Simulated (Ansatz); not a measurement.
Reaction: C2H5B (SMILES BC=C) → C2H4B (SMILES B[C]=C, doublet) + H (doublet) (the C-H bond breaks)
Each species at its own B3LYP-D3(BJ)/def2-TZVP minimum (Ansatz, a first-principles code).

Total energies in hartree (Ansatz). UHF or UKS for unpaired electrons; spin-orbit terms are left out. Correlated methods leave the cores frozen. No relativity. Where a partner has so few electrons that a lower coupled-cluster level is exact, that level stands in. The restricted determinant of C2H5B (BC=C, singlet) is unstable towards broken spin symmetry in at least one set run. The UHF reference of C2H4B (B[C]=C, doublet) is spin-contaminated (<S^2> up to 0.11 over the pure value in the sets run).

```tsv
species	HF/cc-pVTZ	CCSD(T)/cc-pVTZ	HF/cc-pVQZ	CCSD(T)/cc-pVQZ	CCSD(T)/cc-pVDZ	CCSDT(Q)/cc-pVDZ
1: C2H5B (SMILES BC=C)	-103.32720	-103.80781	-103.33389	-103.83706	-103.70211	-103.70384
2: C2H4B (SMILES B[C]=C, doublet)	-102.69927	-103.14503	-102.70587	-103.17328	-103.04355	-103.04580
3: H (doublet)	-0.49981	-0.49981	-0.49995	-0.49995	-0.49928	-0.49928
```

**Question.** Work out the bond dissociation energy (electronic) in kcal/mol: take Hartree-Fock from cc-pVQZ, extrapolate the CCSD(T) correlation energy as X^-3 (X = 3, 4), and add CCSDT(Q) - CCSD(T) in cc-pVDZ. 1 hartree = 627.51 kcal/mol.

**Answer.** 
Species 1: correlation (64·(-0.50317) - 27·(-0.48061))/37 = -0.51963; step -0.00173; E1 = -103.33389 + (-0.51963) + (-0.00173) = -103.85525
Species 2: correlation (64·(-0.46741) - 27·(-0.44576))/37 = -0.48321; step -0.00225; E2 = -102.70587 + (-0.48321) + (-0.00225) = -103.19133
Species 3: correlation (64·(0.00000) - 27·(0.00000))/37 = 0.00000; step +0.00000; E3 = -0.49995 + (0.00000) + (+0.00000) = -0.49995
-1·E1 +1·E2 +1·E3 = 0.16397 hartree = 102.9 kcal/mol.
